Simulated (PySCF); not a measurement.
Compound: C₆H₁₈Si₄.
SMILES with atom numbers: `[CH3:1][CH:2]([CH3:3])[Si@H:4]1[SiH2:5][Si@@H:6]([CH:7]2[CH2:8][CH2:9]2)[SiH2:10]1`

Probes without a nucleus sit at each ring's centroid and 1 Å off its mean plane on both sides; NICS is minus the shielding there, NICSzz its component along the normal. Level: GIAO PBE/pcSseg-1 (PySCF, non-relativistic, gas phase) on the PBE0-D3(BJ)/def2-SVP geometry, one conformer.

Rings: 1. Si4–Si5–Si6–Si10; 2. C7–C8–C9.

| set | NICS(0) | NICS(1), two faces | NICS(1)zz, two faces |
| --- | --- | --- | --- |
| P | -44.1 | -8.9 / -7.9 | -24.7 / -23.6 |
| Q | 2.8 | -1.0 / 0.1 | 6.4 / 8.3 |

**Question.** Which set (ppm) belongs to which ring?

**Answer.** P = 2, Q = 1.
- 1 (4-membered ring with 4 Si; formal bonds all single): mean NICS(1)zz 7.3 ppm, deshielded. Si4, Si5, Si6, Si10 have four or more neighbours, and the NICS criterion for π rings isn't applied.
- 2 (3-membered carbocycle; formal bonds all single): mean NICS(1)zz -24.2 ppm, shielded. C7, C8, C9 have four or more neighbours; no verdict on aromaticity is drawn.

**Question.** How do the rings differ in shape?

**Answer.** 
| ring | bond lengths (Å) | rms pucker (Å) | HOMA | nearest outside atom to a NICS(1) probe (Å) |
| --- | --- | --- | --- | --- |
| 1 | 2.377, 2.375, 2.377, 2.376 | 0.04 | – | hydrogen 2.33 |
| 2 | 1.510, 1.493, 1.509 | 0.00 | – | hydrogen 1.41 |

The values belong to the conformer `[CH3:1][CH:2]([CH3:3])[Si@H:4]1[SiH2:5][Si@@H:6]([CH:7]2[CH2:8][CH2:9]2)[SiH2:10]1`: C1–C2–Si4–Si5 -57°, Si5–Si6–C7–C8 145°.
